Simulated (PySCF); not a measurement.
MH3+ across group 15

Level: PBE0, basis family def2-TZVP, no relativity.

Each entry is the lowest minimum that a search over a few typed start shapes (and spin states, where more than one is plausible) found, or that minimum re-optimised at the stated level; isomers with ligand–ligand bonds, or fragments after loss of a ligand pair, can lie lower. Open shells are unrestricted; no spin–orbit coupling; PySCF with density fitting.

```
molecule  2S+1  point group  mean bond to the central atom (Å)  distinct angles (°)  lowest ω (cm⁻¹)
    NH₃⁺     2          D3h                              1.024                  120              869
    PH₃⁺     2          C3v                              1.405                  113              725
   AsH₃⁺     2          C3v                              1.497                  113              688
```

The bond lengthens at every step; the largest change, 0.381 Å, falls between NH₃⁺ and PH₃⁺ among the members listed.

The shape changes along the series: D3h for NH₃⁺; C3v for PH₃⁺ and AsH₃⁺.

Left out of the table are members whose search was unfinished or whose lowest solution was spin-contaminated, unstable, very soft or bonded differently.
